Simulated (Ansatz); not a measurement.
Relaxation of ClGe2H10NSi (15 atoms, charge 0, multiplicity 1), to a largest force component of 0.03 eV/Å in at most 50 steps.

These are results of Ansatz, RKS PBE/def2-SVP, not measurements.

```xyz
15
Properties=species:S:1:pos:R:3
Ge -0.353 0.266 -0.247
H -0.361 0.413 1.300
Cl 1.706 0.612 -0.913
H -1.158 1.459 -0.843
Ge -1.113 -1.908 -1.050
H -1.850 -2.658 0.094
H -2.123 -1.710 -2.218
H 0.087 -2.744 -1.549
N 0.899 -1.934 1.570
H 0.269 -2.679 1.895
Si 2.622 -2.302 1.716
H 2.863 -3.586 0.971
H 3.390 -1.173 1.099
H 3.124 -2.495 3.131
H 0.578 -1.040 1.999
```

**Question.** Where does it end, and by what steps?

**Answer.** The forces met the threshold. The force dipped under the threshold on the way, but the program's further checks kept it going. After 20 steps the energy has fallen by 0.103 eV; H12 moved furthest, 1.01 Å.

```csv
step,energy less start (eV),largest force component (eV/Å),accepted
0,0.0000,0.619,yes
1,-0.0566,0.193,yes
2,-0.0368,0.278,no
3,-0.0710,0.037,yes
4,-0.0790,0.047,yes
5,-0.0834,0.135,yes
6,-0.0857,0.097,yes
7,-0.0903,0.088,yes
8,-0.0911,0.174,yes
9,-0.0921,0.122,yes
10,-0.0974,0.040,yes
11,-0.0987,0.021,yes
12,-0.0982,0.172,no
13,-0.1000,0.030,yes
14,-0.1006,0.071,yes
15,-0.1011,0.057,yes
16,-0.1015,0.056,yes
17,-0.1023,0.060,yes
18,-0.1024,0.051,yes
19,-0.1026,0.042,yes
20,-0.1028,0.018,yes
```

```xyz
15
Properties=species:S:1:pos:R:3
Ge -0.363 0.343 -0.423
H -0.549 0.777 1.056
Cl 1.778 0.537 -0.888
H -1.060 1.389 -1.343
Ge -1.071 -1.944 -0.904
H -1.955 -2.486 0.252
H -1.929 -1.959 -2.203
H 0.154 -2.866 -1.107
N 0.856 -1.947 1.840
H 0.264 -2.775 1.968
Si 2.579 -2.256 1.592
H 2.758 -2.898 0.245
H 3.284 -0.935 1.667
H 3.203 -3.180 2.615
H 0.635 -1.279 2.587
```

Whether the end is a true minimum wasn't checked by a vibrational analysis.

Time of the run: 23 s on 4 threads of AMD EPYC 9R45 96-Core Processor (Zen 5), with other jobs on the host, peak memory 0.29 GiB.
